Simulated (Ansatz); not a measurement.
Geometry optimisation, RHF/def2-SVP (Ansatz).

input.yaml

```yaml
crystal:
  periodic: [false, false, false]
  atoms:
    - { symbol: Ta, position_ang: [-0.491925, -0.192768, 0.281598] }
    - { symbol: F, position_ang: [2.582378, -0.563741, 0.763977] }
    - { symbol: "N", position_ang: [0.016733, 0.395722, 2.063478] }
    - { symbol: H, position_ang: [0.684355, -0.079894, 2.64475] }
    - { symbol: H, position_ang: [-0.218803, 1.301129, 2.430397] }
    - { symbol: F, position_ang: [0.603067, 0.064633, -1.220242] }
    - { symbol: F, position_ang: [-1.283073, 1.491747, -0.019086] }
    - { symbol: F, position_ang: [-2.211003, -0.929656, 0.182178] }
    - { symbol: O, position_ang: [0.232408, -2.017985, 0.531581] }
    - { symbol: Si, position_ang: [0.11805, -3.645807, 0.822497] }
    - { symbol: H, position_ang: [1.305624, -4.309945, 0.244755] }
    - { symbol: H, position_ang: [0.106154, -3.877926, 2.282161] }
    - { symbol: H, position_ang: [-1.108713, -4.196119, 0.210272] }
    - { symbol: H, position_ang: [2.332346, -1.344089, 0.368684] }
basis:
  gaussian: { orbitals: def2-SVP }
hamiltonian:
  xc: hf
relax:
  f_tol: 0.03
  max_steps: 50
output:
  orbitals: {}
```

Launched with:

```bash
$ ansatz run input.yaml --threads 4 --pin off --max-ram 5120MiB --backend cpu --events-out ev --progress --plain --runs-dir out
```

**Question.** Where does it end, and by what steps?

**Answer.** The run converged. The force dipped under the threshold on the way, but the program's further checks kept it going. After 30 steps the energy has fallen by 0.275 eV; F2 moved furthest, 1.05 Å.

```json
{"step": "0", "energy less start (eV)": "0.0000", "largest force component (eV/Å)": "1.209", "accepted": "yes"}
{"step": "2", "energy less start (eV)": "0.0083", "largest force component (eV/Å)": "1.847", "accepted": "no"}
{"step": "4", "energy less start (eV)": "-0.0595", "largest force component (eV/Å)": "0.844", "accepted": "yes"}
{"step": "6", "energy less start (eV)": "-0.0918", "largest force component (eV/Å)": "0.196", "accepted": "yes"}
{"step": "8", "energy less start (eV)": "-0.1077", "largest force component (eV/Å)": "1.774", "accepted": "no"}
{"step": "10", "energy less start (eV)": "-0.1411", "largest force component (eV/Å)": "0.741", "accepted": "yes"}
{"step": "12", "energy less start (eV)": "-0.1903", "largest force component (eV/Å)": "1.439", "accepted": "yes"}
{"step": "14", "energy less start (eV)": "-0.2335", "largest force component (eV/Å)": "0.523", "accepted": "yes"}
{"step": "16", "energy less start (eV)": "-0.2489", "largest force component (eV/Å)": "0.357", "accepted": "yes"}
{"step": "18", "energy less start (eV)": "-0.2596", "largest force component (eV/Å)": "0.320", "accepted": "yes"}
{"step": "20", "energy less start (eV)": "-0.2644", "largest force component (eV/Å)": "0.297", "accepted": "yes"}
{"step": "22", "energy less start (eV)": "-0.2725", "largest force component (eV/Å)": "0.080", "accepted": "yes"}
{"step": "24", "energy less start (eV)": "-0.2722", "largest force component (eV/Å)": "0.215", "accepted": "no"}
{"step": "26", "energy less start (eV)": "-0.2747", "largest force component (eV/Å)": "0.016", "accepted": "yes"}
{"step": "28", "energy less start (eV)": "-0.2748", "largest force component (eV/Å)": "0.050", "accepted": "yes"}
{"step": "30", "energy less start (eV)": "-0.2749", "largest force component (eV/Å)": "0.014", "accepted": "yes"}
```

```xyz
14
Properties=species:S:1:pos:R:3
Ta -0.588 -0.165 0.318
F 2.856 -1.543 0.486
N -0.403 0.344 2.185
H -0.200 -0.288 2.938
H -0.475 1.297 2.497
F 0.989 -0.115 -0.760
F -0.800 1.672 -0.109
F -2.340 -0.483 -0.266
O -0.256 -1.988 0.678
Si 0.254 -3.563 0.897
H 1.056 -3.980 -0.268
H 1.041 -3.642 2.142
H -0.944 -4.420 1.011
H 2.477 -1.032 -0.162
```

Whether the end is a true minimum wasn't checked by a vibrational analysis.

The run took 2 min on 4 threads of Arm Neoverse V1, on a shared host, peak memory 0.51 GiB.
